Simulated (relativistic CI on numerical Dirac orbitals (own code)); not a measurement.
Charge states of bromine

Method of calculation: Dirac-Coulomb-Breit CI, KLI orbitals optimised for each configuration, a model potential for QED, valence Slater integrals scaled by 0.9 (own radial code, finite nucleus).

Each species is treated in one configuration, given outside its closed core. Radial values are for the open shell of highest l, unscaled and averaged over j; ζ includes the Breit term. Labels give the leading LS character, summed over repeated terms.

```
  Ion  Configuration  Its lowest level  LS weight (%)  Next level  E (cm⁻¹)  ⟨r⟩ (bohr)  ⟨r²⟩ (bohr²)    g_J  g√(J(J+1))
Br²⁴⁺             3s            2S_1/2            100                             0.458        0.2383  1.999        1.73
Br²⁵⁺        2s2 2p6              1S_0            100                                                               0.00
Br²⁶⁺        2s2 2p5           2P°_3/2            100     2P°_1/2    393520      0.1593        0.0308  1.327        2.57
Br²⁷⁺        2s2 2p4                 ?              ?           ?         ?           ?             ?      ?           ?
Br²⁸⁺        2s2 2p3   J = 3/2 (mixed)             49     2D°_3/2    333880      0.1552       0.02916  1.560        3.02
Br²⁹⁺        2s2 2p2              3P_0             80        3P_1    343850      0.1533        0.0284               0.00
Br³⁰⁺         2s2 2p           2P°_1/2            100     2P°_3/2    443620      0.1514       0.02769  0.656        0.57
Br³¹⁺            2s2              1S_0            100                                                               0.00
Br³²⁺             2s            2S_1/2            100                            0.1736        0.0353  1.992        1.73
Br³³⁺            1s2              1S_0            100                                                               0.00
```

Question: Fill in the row of Br²⁷⁺.

Answer: Its lowest level 3P_2; LS weight (%) 79; Next level 3P_0; E (cm⁻¹) 155810; ⟨r⟩ (bohr) 0.1572; ⟨r²⟩ (bohr²) 0.02995; g_J 1.387; g√(J(J+1)) 3.40.
